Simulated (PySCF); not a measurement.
C9H10S2Si, SMILES c1csc(C[SiH2]c2cccs2)c1, GFN2-xTB optimised geometry.

```
22

C     -0.21    -1.69     0.00
C      1.14    -1.69     0.00
S      1.78    -0.09     0.00
C      0.19     0.59     0.01
C     -0.01     2.06    -0.09
Si     0.22     2.62    -1.92
C     -0.59     1.28    -2.95
C      0.00     0.25    -3.63
C     -0.92    -0.65    -4.21
C     -2.21    -0.30    -3.97
S     -2.32     1.13    -3.03
C     -0.76    -0.38     0.00
H     -0.81    -2.58     0.00
H      1.81    -2.52     0.01
H     -1.01     2.31     0.25
H      0.70     2.58     0.55
H      1.64     2.65    -2.26
H     -0.43     3.91    -2.11
H      1.07     0.14    -3.70
H     -0.63    -1.52    -4.77
H     -3.10    -0.80    -4.28
H     -1.81    -0.18    -0.01
```

Density from PBE0/def2-SVP run with PySCF 2.14.0 at that geometry.

Minimum of the electron density along straight lines between bonded atoms, close to the bond critical point (lines longer than 1.1 times the sum of covalent radii, or with two minima, are not listed):

```json
[
 {"bond": "C1–C2", "length / Å": "1.354", "ρ at the minimum / e bohr⁻³": "0.325", "∇²ρ there / e bohr⁻⁵": "-0.83", "position (fraction from the first atom)": "0.49"},
 {"bond": "C2–S3", "length / Å": "1.724", "ρ at the minimum / e bohr⁻³": "0.214", "∇²ρ there / e bohr⁻⁵": "-0.45", "position (fraction from the first atom)": "0.46"},
 {"bond": "S3–C4", "length / Å": "1.736", "ρ at the minimum / e bohr⁻³": "0.210", "∇²ρ there / e bohr⁻⁵": "-0.43", "position (fraction from the first atom)": "0.54"},
 {"bond": "C4–C5", "length / Å": "1.481", "ρ at the minimum / e bohr⁻³": "0.258", "∇²ρ there / e bohr⁻⁵": "-0.59", "position (fraction from the first atom)": "0.51"},
 {"bond": "C5–Si6", "length / Å": "1.922", "ρ at the minimum / e bohr⁻³": "0.108", "∇²ρ there / e bohr⁻⁵": "0.28", "position (fraction from the first atom)": "0.62"},
 {"bond": "Si6–C7", "length / Å": "1.873", "ρ at the minimum / e bohr⁻³": "0.112", "∇²ρ there / e bohr⁻⁵": "?", "position (fraction from the first atom)": "0.38"},
 {"bond": "C7–C8", "length / Å": "1.365", "ρ at the minimum / e bohr⁻³": "0.319", "∇²ρ there / e bohr⁻⁵": "-0.79", "position (fraction from the first atom)": "0.51"},
 {"bond": "C8–C9", "length / Å": "1.410", "ρ at the minimum / e bohr⁻³": "0.297", "∇²ρ there / e bohr⁻⁵": "-0.73", "position (fraction from the first atom)": "0.50"},
 {"bond": "C9–C10", "length / Å": "1.357", "ρ at the minimum / e bohr⁻³": "0.323", "∇²ρ there / e bohr⁻⁵": "-0.82", "position (fraction from the first atom)": "0.49"},
 {"bond": "C7–S11", "length / Å": "1.736", "ρ at the minimum / e bohr⁻³": "0.208", "∇²ρ there / e bohr⁻⁵": "-0.41", "position (fraction from the first atom)": "0.46"},
 {"bond": "C10–S11", "length / Å": "1.717", "ρ at the minimum / e bohr⁻³": "0.217", "∇²ρ there / e bohr⁻⁵": "-0.47", "position (fraction from the first atom)": "0.47"},
 {"bond": "C1–C12", "length / Å": "1.414", "ρ at the minimum / e bohr⁻³": "0.295", "∇²ρ there / e bohr⁻⁵": "-0.72", "position (fraction from the first atom)": "0.50"},
 {"bond": "C4–C12", "length / Å": "1.360", "ρ at the minimum / e bohr⁻³": "0.323", "∇²ρ there / e bohr⁻⁵": "-0.82", "position (fraction from the first atom)": "0.52"},
 {"bond": "C1–H13", "length / Å": "1.076", "ρ at the minimum / e bohr⁻³": "0.284", "∇²ρ there / e bohr⁻⁵": "-1.09", "position (fraction from the first atom)": "0.63"},
 {"bond": "C2–H14", "length / Å": "1.072", "ρ at the minimum / e bohr⁻³": "0.285", "∇²ρ there / e bohr⁻⁵": "-1.11", "position (fraction from the first atom)": "0.64"},
 {"bond": "C5–H15", "length / Å": "1.090", "ρ at the minimum / e bohr⁻³": "0.272", "∇²ρ there / e bohr⁻⁵": "-0.97", "position (fraction from the first atom)": "0.63"},
 {"bond": "C5–H16", "length / Å": "1.089", "ρ at the minimum / e bohr⁻³": "0.272", "∇²ρ there / e bohr⁻⁵": "-0.98", "position (fraction from the first atom)": "0.63"},
 {"bond": "Si6–H17", "length / Å": "1.464", "ρ at the minimum / e bohr⁻³": "0.118", "∇²ρ there / e bohr⁻⁵": "0.32", "position (fraction from the first atom)": "0.49"},
 {"bond": "Si6–H18", "length / Å": "1.464", "ρ at the minimum / e bohr⁻³": "0.118", "∇²ρ there / e bohr⁻⁵": "0.32", "position (fraction from the first atom)": "0.49"},
 {"bond": "C8–H19", "length / Å": "1.076", "ρ at the minimum / e bohr⁻³": "0.285", "∇²ρ there / e bohr⁻⁵": "-1.10", "position (fraction from the first atom)": "0.63"},
 {"bond": "C9–H20", "length / Å": "1.076", "ρ at the minimum / e bohr⁻³": "0.284", "∇²ρ there / e bohr⁻⁵": "-1.09", "position (fraction from the first atom)": "0.63"},
 {"bond": "C10–H21", "length / Å": "1.072", "ρ at the minimum / e bohr⁻³": "0.286", "∇²ρ there / e bohr⁻⁵": "-1.12", "position (fraction from the first atom)": "0.64"},
 {"bond": "C12–H22", "length / Å": "1.076", "ρ at the minimum / e bohr⁻³": "0.283", "∇²ρ there / e bohr⁻⁵": "-1.08", "position (fraction from the first atom)": "0.63"}
]
```

Fill in the missing entries.


- Si6–C7, ∇²ρ there / e bohr⁻⁵: 0.37
